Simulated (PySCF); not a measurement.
PySCF input (HF/def2-TZVPD):

```python
from pyscf import gto, scf, dft

mol = gto.M(
    atom='''
    O     1.11506267   -0.63151409    0.04224857
    C    -0.00425118    0.10072162   -0.00984151
    O    -0.05471930    1.29644549   -0.12667575
    O    -1.05807806   -0.71860254    0.08967140
    H     1.85528918   -0.01327768   -0.03185832
    H    -1.84790459   -0.16168288    0.04895372
    ''',
    basis='def2-tzvpd',
    charge=0,
    spin=0,
    verbose=4,
)

mf = scf.RHF(mol).density_fit(auxbasis='def2-universal-jkfit')
mf.conv_tol = 1e-9
mf.max_cycle = 100
mf.max_memory = 1500
mf.kernel()
if not mf.converged:
    mf = mf.newton()
    mf.kernel(mf.make_rdm1())
mf.analyze()
```

End of the output:

```
Extra cycle  E= -263.771746964864  delta_E= -4.04e-12  |g|= 1.27e-06  |ddm|= 2.97e-06
converged SCF energy = -263.771746964864
**** SCF Summaries ****
Total Energy =                        -263.771746964863610
Nuclear Repulsion Energy =             123.375543808064833
One-electron Energy =                 -607.261794909167293
Two-electron Energy =                  220.114504136238850
Two-electron Coulomb Energy =          250.773669029970193
DFT Exchange-Correlation Energy =      -30.659164893731344
HOMO-LUMO gap [eV] =                    14.594597383971061
**** MO energy ****
MO #1   energy= -20.6325406494749  occ= 2
MO #2   energy= -20.6325157308769  occ= 2
MO #3   energy= -20.5595732110613  occ= 2
MO #4   energy= -11.4507004360496  occ= 2
MO #5   energy= -1.52541423054756  occ= 2
MO #6   energy= -1.41730852936164  occ= 2
MO #7   energy= -1.38135326984547  occ= 2
MO #8   energy= -0.906598581071211 occ= 2
MO #9   energy= -0.751043392865778 occ= 2
MO #10  energy= -0.734963571722229 occ= 2
MO #11  energy= -0.692058037072977 occ= 2
MO #12  energy= -0.673683417910318 occ= 2
MO #13  energy= -0.61434138605664  occ= 2
MO #14  energy= -0.558588364292401 occ= 2
MO #15  energy= -0.497035417110566 occ= 2
MO #16  energy= -0.488676164160925 occ= 2
MO #17  energy= 0.0476654015808649 occ= 0
MO #18  energy= 0.0687246076634338 occ= 0
MO #19  energy= 0.0942490866543741 occ= 0
MO #20  energy= 0.104817609318587  occ= 0
MO #21  energy= 0.123411279734941  occ= 0
MO #22  energy= 0.12977593039933   occ= 0
MO #23  energy= 0.141691429815517  occ= 0
MO #24  energy= 0.144449984513006  occ= 0
MO #25  energy= 0.14895011105597   occ= 0
MO #26  energy= 0.185658867034308  occ= 0
MO #27  energy= 0.189069172396136  occ= 0
MO #28  energy= 0.20243493691726   occ= 0
MO #29  energy= 0.25072110806669   occ= 0
MO #30  energy= 0.25502437560859   occ= 0
MO #31  energy= 0.278847260452069  occ= 0
MO #32  energy= 0.279032210920467  occ= 0
MO #33  energy= 0.284275449055374  occ= 0
MO #34  energy= 0.309793346666229  occ= 0
MO #35  energy= 0.33454766961181   occ= 0
MO #36  energy= 0.349097779343127  occ= 0
MO #37  energy= 0.372942483741575  occ= 0
MO #38  energy= 0.399744440849681  occ= 0
MO #39  energy= 0.403106488908302  occ= 0
MO #40  energy= 0.404145379438127  occ= 0
MO #41  energy= 0.415910480881828  occ= 0
MO #42  energy= 0.431483165232703  occ= 0
MO #43  energy= 0.45292784916888   occ= 0
MO #44  energy= 0.487675689839372  occ= 0
MO #45  energy= 0.497363250793597  occ= 0
MO #46  energy= 0.508701652766518  occ= 0
MO #47  energy= 0.540437874068459  occ= 0
MO #48  energy= 0.554113868549024  occ= 0
MO #49  energy= 0.560242529528926  occ= 0
MO #50  energy= 0.568908511859252  occ= 0
MO #51  energy= 0.573692881221392  occ= 0
MO #52  energy= 0.638525468523122  occ= 0
MO #53  energy= 0.64624049979062   occ= 0
MO #54  energy= 0.651667873217439  occ= 0
MO #55  energy= 0.66053829442572   occ= 0
MO #56  energy= 0.671039842865303  occ= 0
MO #57  energy= 0.6815100465864    occ= 0
MO #58  energy= 0.688540251926443  occ= 0
MO #59  energy= 0.710192454659716  occ= 0
MO #60  energy= 0.715346505814618  occ= 0
MO #61  energy= 0.741404671014866  occ= 0
MO #62  energy= 0.770745666769351  occ= 0
MO #63  energy= 0.810966085918359  occ= 0
MO #64  energy= 0.845252732640596  occ= 0
MO #65  energy= 0.918844430977462  occ= 0
MO #66  energy= 0.951894019686154  occ= 0
MO #67  energy= 0.98347548363168   occ= 0
MO #68  energy= 0.990134672191959  occ= 0
MO #69  energy= 1.00527299724678   occ= 0
MO #70  energy= 1.0206458559844    occ= 0
MO #71  energy= 1.02277487275021   occ= 0
MO #72  energy= 1.03276248604474   occ= 0
MO #73  energy= 1.07850795408796   occ= 0
MO #74  energy= 1.10564035740988   occ= 0
MO #75  energy= 1.11051545335662   occ= 0
MO #76  energy= 1.24314078880665   occ= 0
MO #77  energy= 1.24355753122569   occ= 0
MO #78  energy= 1.24478595202568   occ= 0
MO #79  energy= 1.29255041808019   occ= 0
MO #80  energy= 1.2965951770264    occ= 0
MO #81  energy= 1.33799438274829   occ= 0
MO #82  energy= 1.39400588138463   occ= 0
MO #83  energy= 1.59357282548318   occ= 0
MO #84  energy= 1.70207407109465   occ= 0
MO #85  energy= 1.80114315290912   occ= 0
MO #86  energy= 1.84597675863458   occ= 0
MO #87  energy= 1.879199508214     occ= 0
MO #88  energy= 1.92152992074738   occ= 0
MO #89  energy= 1.93527314966489   occ= 0
MO #90  energy= 1.96336545120377   occ= 0
MO #91  energy= 2.0266649716409    occ= 0
MO #92  energy= 2.05776432811944   occ= 0
MO #93  energy= 2.12659707542013   occ= 0
MO #94  energy= 2.23135953856371   occ= 0
MO #95  energy= 2.24555264040064   occ= 0
MO #96  energy= 2.29975249783211   occ= 0
MO #97  energy= 2.30478456016733   occ= 0
MO #98  energy= 2.40867214917901   occ= 0
MO #99  energy= 2.41628916050667   occ= 0
MO #100 energy= 2.42926275095757   occ= 0
MO #101 energy= 2.46610043445169   occ= 0
MO #102 energy= 2.55509594830352   occ= 0
MO #103 energy= 2.57811411575411   occ= 0
MO #104 energy= 2.65258609945316   occ= 0
MO #105 energy= 2.66241565553682   occ= 0
MO #106 energy= 2.73818041882106   occ= 0
MO #107 energy= 2.76758111013783   occ= 0
[...]
```
